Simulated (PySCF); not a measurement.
## Atomic charges against the basis set

Species: C4H5NO2.
Cartesian coordinates in Å at the PBE0-D3(BJ)/def2-SVP level; atoms count from 1:
```
atom  x, y, z in Å
O1    -2.030    1.191   -1.102
C2    -1.045    0.745   -0.578
C3    -0.651   -0.714   -0.417
C4     0.684   -0.699    0.322
C5     1.006    0.769    0.550
O6     1.969    1.237    1.094
N7    -0.037    1.498    0.003
H8    -1.456   -1.231    0.126
H9    -0.604   -1.172   -1.416
H10    1.512   -1.151   -0.243
H11    0.660   -1.204    1.299
H12   -0.062    2.512    0.026
```

PBE0 throughout (PySCF), one geometry, spherical d and f functions. Geometry: PBE0-D3(BJ)/def2-SVP; no solvent, vibrations or thermal averaging. Atoms taken as equivalent share a column and are averaged.

Mulliken charges (e):

| basis | functions | O1/O6 | C2/C5 | C3/C4 | N7 | H8/H9/H10/H11 | H12 |
| --- | --- | --- | --- | --- | --- | --- | --- |
| STO-3G | 40 | -0.220 | +0.239 | -0.173 | -0.323 | +0.099 | +0.235 |
| pcSseg-0 | 73 | -0.491 | +0.678 | -0.556 | -0.823 | +0.298 | +0.369 |
| 6-31G | 73 | -0.404 | +0.547 | -0.431 | -0.714 | +0.228 | +0.379 |
| 6-31G* | 108 | -0.438 | +0.597 | -0.468 | -0.670 | +0.228 | +0.379 |
| cc-pVDZ | 123 | -0.231 | +0.164 | -0.085 | -0.151 | +0.084 | +0.117 |
| def2-SVP | 123 | -0.214 | +0.165 | -0.098 | -0.216 | +0.088 | +0.158 |
| pcSseg-1 | 144 | -0.377 | +0.453 | -0.273 | -0.493 | +0.170 | +0.208 |
| aug-cc-pVDZ | 206 | -0.623 | +0.678 | +0.418 | -0.275 | -0.133 | -0.138 |
| 6-311+G(2d,p) | 219 | -0.470 | +0.380 | -0.231 | -0.300 | +0.169 | +0.267 |
| def2-TZVP | 247 | -0.297 | +0.171 | -0.179 | -0.191 | +0.139 | +0.246 |
| cc-pVTZ | 280 | -0.279 | +0.180 | -0.197 | -0.073 | +0.124 | +0.168 |
| IGLO-III | 295 | -0.449 | +0.399 | -0.276 | -0.178 | +0.149 | +0.236 |
| pcSseg-2 | 322 | -0.391 | +0.314 | -0.034 | -0.254 | +0.072 | +0.190 |

IAO charges (e):

```tsv
basis	functions	O1/O6	C2/C5	C3/C4	N7	H8/H9/H10/H11	H12
STO-3G	40	-0.225	+0.240	-0.302	-0.277	+0.152	+0.244
pcSseg-0	73	-0.405	+0.400	-0.342	-0.325	+0.181	+0.296
6-31G	73	-0.419	+0.405	-0.333	-0.330	+0.179	+0.305
6-31G*	108	-0.442	+0.448	-0.327	-0.342	+0.171	+0.298
cc-pVDZ	123	-0.436	+0.445	-0.329	-0.341	+0.171	+0.298
def2-SVP	123	-0.436	+0.441	-0.323	-0.335	+0.169	+0.296
pcSseg-1	144	-0.447	+0.449	-0.326	-0.342	+0.173	+0.300
aug-cc-pVDZ	206	-0.458	+0.457	-0.332	-0.344	+0.176	+0.305
6-311+G(2d,p)	219	-0.459	+0.458	-0.333	-0.345	+0.177	+0.306
def2-TZVP	247	-0.458	+0.461	-0.334	-0.347	+0.176	+0.305
cc-pVTZ	280	-0.455	+0.459	-0.335	-0.347	+0.176	+0.304
IGLO-III	295	-0.459	+0.459	-0.334	-0.346	+0.177	+0.306
pcSseg-2	322	-0.459	+0.461	-0.334	-0.348	+0.177	+0.305
```

Q: Which scheme is steadiest as the basis changes?

A: Largest range over the bases for any column: IAO 0.23 e, Mulliken 0.97 e. IAO charges move least and Mulliken charges most, counted in e. Without the minimal STO-3G basis the ranges are IAO 0.06, Mulliken 0.97 e.

Q: How much do the charges still move between the two largest bases, IGLO-III and pcSseg-2?

A: At most, over all atoms: Mulliken 0.243 e, IAO 0.002 e.

Q: What do the same runs give for the total energy, the frontier levels and the dipole moment?

A: 
```json
{"basis": "STO-3G", "energy (Eh)": "-355.5926", "HOMO (eV)": "-4.22", "LUMO (eV)": "2.66", "μ (D)": "0.88"}
{"basis": "pcSseg-0", "energy (Eh)": "-359.4173", "HOMO (eV)": "-7.76", "LUMO (eV)": "-0.74", "μ (D)": "2.13"}
{"basis": "6-31G", "energy (Eh)": "-360.1506", "HOMO (eV)": "-7.55", "LUMO (eV)": "-0.58", "μ (D)": "2.11"}
{"basis": "6-31G*", "energy (Eh)": "-360.2677", "HOMO (eV)": "-7.41", "LUMO (eV)": "-0.32", "μ (D)": "1.90"}
{"basis": "cc-pVDZ", "energy (Eh)": "-360.3015", "HOMO (eV)": "-7.42", "LUMO (eV)": "-0.34", "μ (D)": "1.81"}
{"basis": "def2-SVP", "energy (Eh)": "-360.0130", "HOMO (eV)": "-7.59", "LUMO (eV)": "-0.48", "μ (D)": "1.88"}
{"basis": "pcSseg-1", "energy (Eh)": "-360.2388", "HOMO (eV)": "-7.76", "LUMO (eV)": "-0.65", "μ (D)": "2.08"}
{"basis": "aug-cc-pVDZ", "energy (Eh)": "-360.3279", "HOMO (eV)": "-7.75", "LUMO (eV)": "-0.72", "μ (D)": "2.10"}
{"basis": "6-311+G(2d,p)", "energy (Eh)": "-360.3843", "HOMO (eV)": "-7.80", "LUMO (eV)": "-0.73", "μ (D)": "2.10"}
{"basis": "def2-TZVP", "energy (Eh)": "-360.4156", "HOMO (eV)": "-7.74", "LUMO (eV)": "-0.64", "μ (D)": "2.04"}
{"basis": "cc-pVTZ", "energy (Eh)": "-360.4022", "HOMO (eV)": "-7.67", "LUMO (eV)": "-0.57", "μ (D)": "1.98"}
{"basis": "IGLO-III", "energy (Eh)": "-360.4211", "HOMO (eV)": "-7.78", "LUMO (eV)": "-0.71", "μ (D)": "2.10"}
{"basis": "pcSseg-2", "energy (Eh)": "-360.4147", "HOMO (eV)": "-7.79", "LUMO (eV)": "-0.70", "μ (D)": "2.12"}
```

The dipole is fixed by the density alone, so its range of 1.25 D shows that the density itself changes with the basis, not only its division among atoms.
